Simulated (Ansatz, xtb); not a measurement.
Spectroscopic constants of MgSi, multiplicity 3 (lowest of 2S+1 = 1, 3 at CCSD(T)/def2-TZVPP on PBE0 minima; our sources give no spin for the ground state, which may be another). The T1 diagnostic near the minimum is 0.057, so single-reference values are doubtful.

Constants: fifth-degree fit in 1/R to seven points, most abundant isotopes. In def2 and cc sets the state is the lowest found near the PBE0 minimum, followed along R.

The values were computed with Ansatz (an electronic-structure program) with Gaussian orbitals; xtb for the GFN methods. Values without a source in brackets are computed. The GFN methods have no spin term and hold the electronic entropy of 300 K.

```json
[
 {"level": "GFN1-xTB", "r_e (Å)": "2.441", "ω_e (cm⁻¹)": "386", "α_e (cm⁻¹)": "0.0026", "B_e (cm⁻¹)": "0.219", "D_e (eV)": "-", "dipole (D)": "-"},
 {"level": "GFN2-xTB", "r_e (Å)": "2.448", "ω_e (cm⁻¹)": "406", "α_e (cm⁻¹)": "0.0023", "B_e (cm⁻¹)": "0.218", "D_e (eV)": "-", "dipole (D)": "-"},
 {"level": "SVWN5/def2-TZVPP", "r_e (Å)": "2.507", "ω_e (cm⁻¹)": "330", "α_e (cm⁻¹)": "0.0017", "B_e (cm⁻¹)": "0.208", "D_e (eV)": "1.50", "dipole (D)": "3.31"},
 {"level": "PBE/def2-TZVPP", "r_e (Å)": "2.546", "ω_e (cm⁻¹)": "315", "α_e (cm⁻¹)": "0.0018", "B_e (cm⁻¹)": "0.201", "D_e (eV)": "1.27", "dipole (D)": "3.30"},
 {"level": "r2SCAN/def2-TZVPP", "r_e (Å)": "2.533", "ω_e (cm⁻¹)": "327", "α_e (cm⁻¹)": "0.0017", "B_e (cm⁻¹)": "0.203", "D_e (eV)": "1.33", "dipole (D)": "3.39"},
 {"level": "B97M-V/def2-TZVPP", "r_e (Å)": "2.520", "ω_e (cm⁻¹)": "326", "α_e (cm⁻¹)": "0.0018", "B_e (cm⁻¹)": "0.206", "D_e (eV)": "1.21", "dipole (D)": "3.49"},
 {"level": "B3LYP/def2-TZVPP", "r_e (Å)": "2.565", "ω_e (cm⁻¹)": "293", "α_e (cm⁻¹)": "0.0021", "B_e (cm⁻¹)": "0.198", "D_e (eV)": "0.91", "dipole (D)": "3.36"},
 {"level": "PBE0/def2-TZVPP", "r_e (Å)": "2.545", "ω_e (cm⁻¹)": "314", "α_e (cm⁻¹)": "0.0018", "B_e (cm⁻¹)": "0.202", "D_e (eV)": "1.15", "dipole (D)": "3.42"},
 {"level": "BHLYP/def2-TZVPP", "r_e (Å)": "2.569", "ω_e (cm⁻¹)": "288", "α_e (cm⁻¹)": "0.0022", "B_e (cm⁻¹)": "0.198", "D_e (eV)": "0.75", "dipole (D)": "3.46"},
 {"level": "CAM-B3LYP/def2-TZVPP", "r_e (Å)": "2.557", "ω_e (cm⁻¹)": "292", "α_e (cm⁻¹)": "0.0022", "B_e (cm⁻¹)": "0.200", "D_e (eV)": "0.79", "dipole (D)": "3.42"},
 {"level": "wB97X-V/def2-TZVPP", "r_e (Å)": "2.558", "ω_e (cm⁻¹)": "300", "α_e (cm⁻¹)": "0.0021", "B_e (cm⁻¹)": "0.200", "D_e (eV)": "0.83", "dipole (D)": "3.62"},
 {"level": "wB97M-V/def2-TZVPP", "r_e (Å)": "2.579", "ω_e (cm⁻¹)": "284", "α_e (cm⁻¹)": "0.0021", "B_e (cm⁻¹)": "0.196", "D_e (eV)": "0.83", "dipole (D)": "3.41"},
 {"level": "B2PLYP/def2-TZVPP", "r_e (Å)": "2.567", "ω_e (cm⁻¹)": "294", "α_e (cm⁻¹)": "0.0021", "B_e (cm⁻¹)": "0.198", "D_e (eV)": "0.86", "dipole (D)": "-"}
]
```

D_e counts from each atom's lowest state at the same level, without counterpoise or zero-point energy.

Correlated levels freeze the inner cores; with def2 sets outer-core shells near the valence are correlated too.

Doubts at one or more of the structures used: a spin-contaminated determinant (r2SCAN/def2-TZVPP, PBE0/def2-TZVPP, BHLYP/def2-TZVPP, CAM-B3LYP/def2-TZVPP, wB97X-V/def2-TZVPP, B2PLYP/def2-TZVPP).
